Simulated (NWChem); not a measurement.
BeH2Se; SMILES [SeH][BeH]

Computed with NWChem. Medium grid unless said otherwise, to which SCAN and Minnesota functionals are sensitive. The geometry was optimised at B3LYP/6-31G* (spherical d). Total energies of different functionals are on different scales.

```json
[
 {"level": "B3LYP/def2-TZVP", "energy (Ha)": "-2417.5688", "highest occupied level (eV)": "-7.12", "orbital gap (eV)": "5.87", "dipole (D)": "0.49"},
 {"level": "PBE/def2-TZVP", "energy (Ha)": "-2417.1191", "highest occupied level (eV)": "-6.29", "orbital gap (eV)": "4.41", "dipole (D)": "0.50"},
 {"level": "M06-L/def2-TZVP", "energy (Ha)": "-2417.4479", "highest occupied level (eV)": "-6.29", "orbital gap (eV)": "5.15", "dipole (D)": "0.49"},
 {"level": "MPW1K/def2-TZVP", "energy (Ha)": "-2417.6829", "highest occupied level (eV)": "-8.18", "orbital gap (eV)": "7.72", "dipole (D)": "0.59"},
 {"level": "MN15/def2-TZVP", "energy (Ha)": "-2417.8349", "highest occupied level (eV)": "-8.02", "orbital gap (eV)": "7.40", "dipole (D)": "0.53"},
 {"level": "BLYP/def2-TZVP", "energy (Ha)": "-2417.5468", "highest occupied level (eV)": "-6.09", "orbital gap (eV)": "4.33", "dipole (D)": "0.45"},
 {"level": "LC-wPBE (HJS exchange hole, range parameter 0.4 per bohr)/def2-TZVP", "energy (Ha)": "-2417.1938", "highest occupied level (eV)": "-10.02", "orbital gap (eV)": "11.06", "dipole (D)": "0.64"},
 {"level": "HCTH/407/def2-TZVP", "energy (Ha)": "-2418.8430", "highest occupied level (eV)": "-6.36", "orbital gap (eV)": "4.46", "dipole (D)": "0.49"},
 {"level": "TPSSh/def2-TZVP", "energy (Ha)": "-2417.4633", "highest occupied level (eV)": "-6.79", "orbital gap (eV)": "5.43", "dipole (D)": "0.51"},
 {"level": "TPSS/def2-TZVP", "energy (Ha)": "-2417.4626", "highest occupied level (eV)": "-6.36", "orbital gap (eV)": "4.68", "dipole (D)": "0.49"}
]
```
